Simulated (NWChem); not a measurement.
**A calculation on CH$_{2}$F (+1)**

```xyz
4

C      0.0000     0.0000    -0.5879
F      0.0000     0.0000     0.6355
H     -0.9845     0.0000    -1.0961
H      0.9845     0.0000    -1.0961
```
Charge +1, spin multiplicity 1.

All runs are NWChem calculations. The geometry was optimised at PBE0/def2-SVP, a minimum by its harmonic frequencies.

Symmetry labels belong to the abelian group C2v used in the runs, with the axes of the coordinates shown.

The spin multiplicity of the parent species was assumed, not shown to be that of its ground state. The structure started from a generated list of species.

Task: List the lowest 3 singlet excitations that TD-PBE/def2-SVPD gives, with oscillator strengths.

Result: 
| state | symmetry | energy (eV) | wavelength (nm) | f |
|---|---|---|---|---|
| 1 | a2 | 4.99 | 249 | 0.000 |
| 2 | a2 | 9.82 | 126 | 0.000 |
| 3 | b2 | 10.14 | 122 | 0.014 |
